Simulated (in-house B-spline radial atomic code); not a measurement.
Configurations of the potassium ion K³⁺, with energies counted from [Ne] 3s2 (3p1/2)2 (3p3/2)2. All numbers are computed (Dirac-Hartree-Fock, average of each configuration as written; Fermi nucleus of rms radius 3.4349 fm) with a B-spline radial code for spherical atoms, not measured. Energies include first-order Breit, QED and recoil terms.

Occupations are held fixed; configurations that lie above the ionisation limit could autoionise.

```csv
configuration,E - E(ref) (eV),highest orbital,its <r> (bohr)
[Ne] 3s2 (3p3/2)3 (5p1/2)1,49.357,5p1/2,6.014
[Ne] 3s1 (3p1/2)2 (3p3/2)2 (5g7/2)1,73.31,5g7/2,6.866
[Ne] 3s1 (3p3/2)4 (6f7/2)1,77.194,6f7/2,11.71
[He] 2s2 (2p1/2)1 (2p3/2)4 3s2 (3p3/2)4 (5p3/2)1,335.55,5p3/2,5.838
[He] 2s2 (2p1/2)2 (2p3/2)3 3s2 (3p3/2)4 6s1,338.6,6s1/2,8.53
[He] 2s2 (2p1/2)1 (2p3/2)4 3s2 (3p3/2)4 7s1,342.6,7s1/2,12.49
```

Q: Order these further configurations by energy, lowest first.
A. [Ne] 3s2 (3p3/2)4
B. [He] 2s2 (2p1/2)1 (2p3/2)4 3s2 (3p1/2)2 (3p3/2)2 (5f5/2)1
C. [He] 2s2 (2p1/2)1 (2p3/2)4 3s2 (3p1/2)2 (3p3/2)2 (6g7/2)1
D. [Ne] 3s2 (3p1/2)1 (3p3/2)2 (6f5/2)1
E. [Ne] 3s2 (3p1/2)2 (3p3/2)1 (5d3/2)1

A: A (1.24 eV), E (51.487 eV), D (55.402 eV), B (340.72 eV), C (343.53 eV).

Q: How far above the reference does [Ne] 3s2 (3p1/2)2 (3p3/2)1 (4f7/2)1 lie?

A: 48.102 eV; its least bound orbital is 4f7/2 with <r> = 4.38 bohr.

Q: How far above the reference does [Ne] 3s2 (3p1/2)2 (3p3/2)1 (5g9/2)1 lie?

A: 53.165 eV; its least bound orbital is 5g9/2 with <r> = 6.868 bohr.
